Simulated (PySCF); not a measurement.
Dipole response of Ir (iridium, neutral)

[Xe] 4f14 5d7 6s2, high-spin 4F determinant. Computed with PySCF 2.14 in ANO-RCC-VTZP, with the spin-free X2C one-electron Hamiltonian (Gaussian nucleus). Coupled (time-dependent) response in atomic units; α is the mean over directions. The basis has no added diffuse functions, which lowers α and C₆.

```
method  mean α (bohr³)  C₆ (like pair)  S(−4)
   UHF           52.05           581.3   1060
   PBE           41.50           444.9  528.4
```

S(−4) is the Cauchy moment in α(ω) = α(0) + S(−4) ω² + …

Reference α: 54 ± 7 bohr³ (recommended; Schwerdtfeger and Nagle, table of static dipole polarizabilities (2023 update)). Published C₆: 522.0 (Gould and Bucko (2016)).

Spin-orbit coupling is absent.

α(iu) at UHF:

| u (hartree) | α(iu) (bohr³) |
| --- | --- |
| 0 | 52.05 |
| 0.0500 | 49.63 |
| 0.100 | 44.12 |
| 0.200 | 32.16 |
| 0.300 | 23.46 |
| 0.500 | 14.24 |
| 0.750 | 9.286 |
| 1.00 | 6.787 |
| 1.50 | 4.205 |
| 2.00 | 2.876 |
| 3.00 | 1.588 |
| 5.00 | 0.6942 |

Spin-orbit coupling, absent here, splits the open shell strongly.
